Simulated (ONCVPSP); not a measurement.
**Zn (Z = 30), ONCV: configuration errors across variants**

```json
{
 "Element": "zinc (Zn)",
 "Generator": "ONCVPSP 4.0.1",
 "Type": "optimised norm-conserving Vanderbilt (ONCV)",
 "Functional": "PBE",
 "Relativity": "scalar-relativistic",
 "Frozen core": "[Ar]",
 "Valence charge": "12",
 "Reference configuration": "3d10 4s2",
 "Partial waves": "4s: rc 2.20 bohr, ncon 3, nbas 7, qcut 2.6 1/bohr, 1 projector; p scattering state at 0.24 Ha: rc 2.15 bohr, ncon 4, nbas 8, qcut 3.4 1/bohr, 2 projectors, debl 3.8 Ha; 3d: rc 1.30 bohr, ncon 4, nbas 9, qcut 9.6 1/bohr, 1 projector",
 "Local potential": "polynomial inside 0.80 bohr (lpopt 5, dvloc0 0 Ha)",
 "Core correction": "none"
}
```

In the p channel the program set the typed energies aside and used 0.050, 3.850 Ha.

All-electron excitation energies from the reference (eV): (1) 3d10 4s1 9.889; (2) 3d10 4s0 28.331; (3) 3d9 4s0 68.865; (4) 3d8 4s0 130.679.

A true bound ghost makes a file unfit for plane-wave use even where its test errors are small: the radial tests pick states by their node count and pass the ghost by.

Errors AE − PS in meV (a dash: test not solved or not reliable):

```tsv
change	(1)	(2)	(3)	(4)	bound ghosts	GHOST(+) flags above zero
base	+7.8	+32	-173	-639	s	p
d: qcut 5.9	+11	+48	-236	-424	s	p
d: qcut 6.6	+11	+45	-224	-479	s	p
d: qcut 7.4	+9.7	+42	-208	-536	s	p
d: qcut 8.8	+8.4	+36	-184	-610	s	p
d: qcut 10.7	+7.0	+28	-162	-664	s	p
d: qcut 11.8	+6.4	+25	-154	-683	s	p
d: qcut 12.2	+6.3	+24	-152	-686	s	p
d: qcut 13.3	+5.8	+21	-146	-694	s	p
d: qcut 14.3	+5.5	+19	-141	-702	s	p
```

(1) Give the same row for: d: qcut 9.8.

Results:

(1) +7.6, +32, -171, -645; bound ghosts: s; GHOST(+) flags above zero: p.
